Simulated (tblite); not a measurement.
A geometry optimisation, step by step.

2-aminobenzaldehyde, C7H7NO.
Atom-mapped SMILES: `[NH2:1][c:2]1[cH:3][cH:4][cH:5][cH:6][c:7]1[CH:8]=[O:9]` (hydrogens: H10, H11 on N1; H12 on C3; H13 on C4; H14 on C5; H15 on C6; H16 on C8)

Computed with GFN2-xTB (tblite), gas phase: L-BFGS steps from a force-field or distance-geometry start until the largest atomic force falls under 0.01 eV/Å. 9 of its 35 geometries are shown.

Step 0: E = -694.2403 eV, largest atomic force 1.821 eV/Å
```
atom  x, y, z in Å  |  force x, y, z in eV/Å
N1     -1.169   -1.864    0.059   -0.413   1.486  -0.111
C2     -0.255   -0.828   -0.024    0.132  -1.789   0.316
C3      1.124   -1.149   -0.027    0.220   0.861  -0.191
C4      2.085   -0.133   -0.054   -0.565  -1.026   0.194
C5      1.706    1.198   -0.021   -0.518   0.725  -0.143
C6      0.350    1.535    0.005    1.120  -0.006   0.044
C7     -0.619    0.529    0.017   -1.289   1.012   0.023
C8     -2.035    0.958    0.063   -0.082  -1.580  -0.167
O9     -2.982    0.172    0.009    0.684   0.917   0.102
H10    -0.928   -2.824   -0.102    0.267   0.147  -0.023
H11    -2.169   -1.604    0.014    0.871  -0.101   0.010
H12     1.429   -2.188   -0.026   -0.072   0.142  -0.023
H13     3.135   -0.407   -0.054   -0.146   0.075  -0.040
H14     2.469    1.978   -0.041   -0.314  -0.253   0.035
H15     0.069    2.594    0.028   -0.017  -0.564  -0.001
H16    -2.218    2.042    0.142    0.124  -0.045  -0.024
```

Step 4: E = -694.3796 eV, largest atomic force 0.278 eV/Å
```
atom  x, y, z in Å  |  force x, y, z in eV/Å
N1     -1.168   -1.834    0.048   -0.061   0.269  -0.031
C2     -0.255   -0.836   -0.005    0.140  -0.203   0.002
C3      1.120   -1.139   -0.035    0.027   0.114   0.045
C4      2.070   -0.144   -0.043   -0.031  -0.133  -0.010
C5      1.699    1.199   -0.029   -0.094   0.042   0.017
C6      0.363    1.524    0.008    0.047  -0.054  -0.007
C7     -0.630    0.532    0.018   -0.197   0.135   0.061
C8     -2.025    0.932    0.058   -0.044  -0.183  -0.007
O9     -2.985    0.182    0.013    0.043   0.019   0.026
H10    -0.915   -2.793   -0.098    0.210  -0.007   0.018
H11    -2.148   -1.593    0.014   -0.036   0.179  -0.009
H12     1.425   -2.175   -0.029   -0.030  -0.028  -0.040
H13     3.119   -0.404   -0.056   -0.032  -0.027  -0.016
H14     2.456    1.969   -0.039   -0.033  -0.010   0.002
H15     0.068    2.565    0.028   -0.065  -0.073  -0.002
H16    -2.202    2.023    0.138    0.159  -0.041  -0.049
```

Step 8: E = -694.3947 eV, largest atomic force 0.077 eV/Å
```
atom  x, y, z in Å  |  force x, y, z in eV/Å
N1     -1.172   -1.817    0.036    0.037  -0.043  -0.034
C2     -0.249   -0.835    0.000   -0.036   0.007   0.009
C3      1.121   -1.139   -0.030   -0.024  -0.073  -0.002
C4      2.068   -0.147   -0.043    0.029   0.030   0.007
C5      1.693    1.195   -0.028   -0.009  -0.020   0.015
C6      0.358    1.516    0.009    0.000   0.046   0.028
C7     -0.636    0.529    0.026    0.037  -0.043  -0.002
C8     -2.027    0.917    0.058    0.028   0.021   0.015
O9     -2.991    0.175    0.018   -0.004  -0.006   0.024
H10    -0.886   -2.772   -0.089   -0.047   0.020   0.038
H11    -2.150   -1.559    0.011    0.036   0.036  -0.020
H12     1.420   -2.177   -0.036    0.001  -0.037  -0.016
H13     3.115   -0.409   -0.060    0.044  -0.011  -0.014
H14     2.447    1.966   -0.039   -0.014   0.017  -0.006
H15     0.056    2.552    0.027   -0.044   0.049  -0.002
H16    -2.175    2.012    0.128   -0.035   0.007  -0.041
```

Step 13: E = -694.3972 eV, largest atomic force 0.051 eV/Å
```
atom  x, y, z in Å  |  force x, y, z in eV/Å
N1     -1.169   -1.815    0.026   -0.006   0.007  -0.011
C2     -0.245   -0.837    0.003    0.001  -0.006  -0.016
C3      1.125   -1.145   -0.030    0.022   0.022   0.009
C4      2.070   -0.150   -0.041    0.003   0.024  -0.009
C5      1.690    1.194   -0.024    0.008   0.011   0.011
C6      0.357    1.521    0.016    0.001  -0.025  -0.012
C7     -0.633    0.528    0.029   -0.013   0.001   0.020
C8     -2.023    0.916    0.060   -0.016   0.002  -0.011
O9     -2.989    0.174    0.027    0.003  -0.031   0.023
H10    -0.892   -2.773   -0.078   -0.023  -0.013   0.022
H11    -2.143   -1.544    0.005   -0.027   0.004  -0.009
H12     1.419   -2.186   -0.043    0.006   0.019  -0.010
H13     3.119   -0.410   -0.065   -0.015   0.017  -0.004
H14     2.442    1.968   -0.040    0.017  -0.007   0.006
H15     0.045    2.557    0.027    0.032  -0.038   0.012
H16    -2.178    2.011    0.114    0.006   0.013  -0.022
```

Step 17: E = -694.3984 eV, largest atomic force 0.043 eV/Å
```
atom  x, y, z in Å  |  force x, y, z in eV/Å
N1     -1.171   -1.812    0.016   -0.014  -0.010  -0.008
C2     -0.243   -0.838    0.002   -0.041  -0.010   0.009
C3      1.128   -1.144   -0.029   -0.027  -0.003  -0.010
C4      2.071   -0.147   -0.040    0.002  -0.015  -0.002
C5      1.691    1.195   -0.019    0.014  -0.006  -0.012
C6      0.357    1.517    0.018   -0.004   0.014   0.010
C7     -0.633    0.527    0.034    0.010  -0.009  -0.031
C8     -2.024    0.915    0.059    0.006  -0.016   0.015
O9     -2.986    0.168    0.039   -0.014   0.012   0.008
H10    -0.903   -2.776   -0.065    0.003   0.008   0.012
H11    -2.144   -1.536   -0.001   -0.008  -0.003   0.005
H12     1.421   -2.185   -0.049    0.020   0.019  -0.002
H13     3.119   -0.406   -0.069    0.034   0.000   0.001
H14     2.443    1.968   -0.039    0.011   0.012   0.013
H15     0.046    2.551    0.031    0.004   0.033   0.011
H16    -2.180    2.011    0.099    0.003  -0.028  -0.019
```

Step 21: E = -694.3990 eV, largest atomic force 0.020 eV/Å
```
atom  x, y, z in Å  |  force x, y, z in eV/Å
N1     -1.174   -1.812    0.010    0.004   0.011  -0.001
C2     -0.245   -0.839    0.002    0.011   0.004  -0.014
C3      1.127   -1.143   -0.030    0.013  -0.005  -0.006
C4      2.072   -0.148   -0.041   -0.004   0.008  -0.006
C5      1.693    1.195   -0.019   -0.005   0.002   0.002
C6      0.358    1.517    0.020   -0.002   0.005  -0.007
C7     -0.632    0.526    0.032    0.002   0.005  -0.003
C8     -2.023    0.912    0.059   -0.002   0.002  -0.013
O9     -2.987    0.167    0.047    0.001  -0.002   0.010
H10    -0.907   -2.777   -0.056    0.005   0.002   0.006
H11    -2.146   -1.532   -0.003   -0.006  -0.012   0.011
H12     1.425   -2.182   -0.052    0.002  -0.010   0.002
H13     3.122   -0.404   -0.070   -0.018  -0.009   0.003
H14     2.444    1.969   -0.036   -0.006  -0.006   0.011
H15     0.048    2.553    0.035    0.003   0.000   0.010
H16    -2.180    2.008    0.089    0.002   0.005  -0.003
```

Step 26: E = -694.3993 eV, largest atomic force 0.016 eV/Å
```
atom  x, y, z in Å  |  force x, y, z in eV/Å
N1     -1.175   -1.811    0.005    0.004  -0.009  -0.005
C2     -0.244   -0.839   -0.003   -0.008   0.000   0.000
C3      1.127   -1.145   -0.034   -0.010   0.007  -0.005
C4      2.071   -0.147   -0.043    0.001  -0.010   0.002
C5      1.692    1.196   -0.018    0.003  -0.004   0.002
C6      0.358    1.519    0.019    0.004  -0.007   0.001
C7     -0.632    0.526    0.028   -0.004   0.005  -0.012
C8     -2.023    0.911    0.057    0.000   0.006   0.008
O9     -2.987    0.165    0.055    0.005   0.004  -0.002
H10    -0.908   -2.776   -0.048    0.011  -0.010   0.003
H11    -2.148   -1.534    0.001    0.010   0.007   0.011
H12     1.428   -2.183   -0.053   -0.013   0.008  -0.003
H13     3.119   -0.406   -0.070    0.006   0.005   0.000
H14     2.444    1.969   -0.029    0.000   0.001   0.006
H15     0.049    2.555    0.041   -0.007  -0.007  -0.001
H16    -2.180    2.007    0.081   -0.003   0.004  -0.005
```

Step 30: E = -694.3995 eV, largest atomic force 0.014 eV/Å
```
atom  x, y, z in Å  |  force x, y, z in eV/Å
N1     -1.174   -1.812    0.001   -0.002   0.000  -0.005
C2     -0.245   -0.838   -0.007    0.007  -0.002   0.002
C3      1.126   -1.144   -0.038    0.010   0.004   0.000
C4      2.071   -0.148   -0.044    0.007   0.007   0.002
C5      1.692    1.195   -0.017    0.001   0.004   0.001
C6      0.358    1.518    0.019    0.002   0.000   0.001
C7     -0.633    0.527    0.023    0.005  -0.001   0.008
C8     -2.023    0.913    0.056    0.000  -0.003  -0.011
O9     -2.986    0.165    0.060   -0.010   0.009   0.001
H10    -0.905   -2.777   -0.042    0.002  -0.002   0.002
H11    -2.147   -1.534    0.007   -0.011  -0.006   0.007
H12     1.426   -2.182   -0.055   -0.011  -0.002  -0.008
H13     3.119   -0.406   -0.070    0.001   0.001   0.000
H14     2.444    1.969   -0.023    0.001  -0.003   0.004
H15     0.049    2.554    0.045    0.001  -0.002  -0.007
H16    -2.180    2.009    0.074   -0.004  -0.004   0.003
```

Step 34: E = -694.3996 eV, largest atomic force 0.009 eV/Å
```
atom  x, y, z in Å  |  force x, y, z in eV/Å
N1     -1.173   -1.812   -0.002    0.003   0.001  -0.003
C2     -0.245   -0.838   -0.008   -0.003   0.003   0.003
C3      1.127   -1.143   -0.039   -0.006  -0.004   0.001
C4      2.071   -0.147   -0.044   -0.003  -0.006   0.001
C5      1.692    1.195   -0.016    0.000  -0.001   0.004
C6      0.358    1.518    0.018   -0.001   0.000   0.000
C7     -0.633    0.527    0.022   -0.004   0.003  -0.001
C8     -2.023    0.913    0.054   -0.003   0.001   0.008
O9     -2.987    0.167    0.061    0.001  -0.003  -0.005
H10    -0.903   -2.777   -0.039   -0.004   0.005   0.003
H11    -2.147   -1.536    0.011    0.005  -0.006   0.003
H12     1.424   -2.182   -0.057    0.006  -0.002  -0.007
H13     3.120   -0.406   -0.070    0.002   0.002   0.000
H14     2.445    1.968   -0.020    0.001   0.003   0.001
H15     0.048    2.553    0.045    0.001   0.003  -0.006
H16    -2.181    2.009    0.073    0.005   0.001  -0.002
```

Question: Summarise the path.

Answer: The energy falls by 0.1593 eV from step 0 to step 34; nine tenths of that is first reached at step 5. It falls at every step. The largest force goes from 1.821 to 0.009 eV/Å. Among the bonds N1–C2 changes most, from 1.385 to 1.345 Å; the atoms move by 0.049 Å rms after alignment.

Run on an x86-64 server with one thread (shared host).
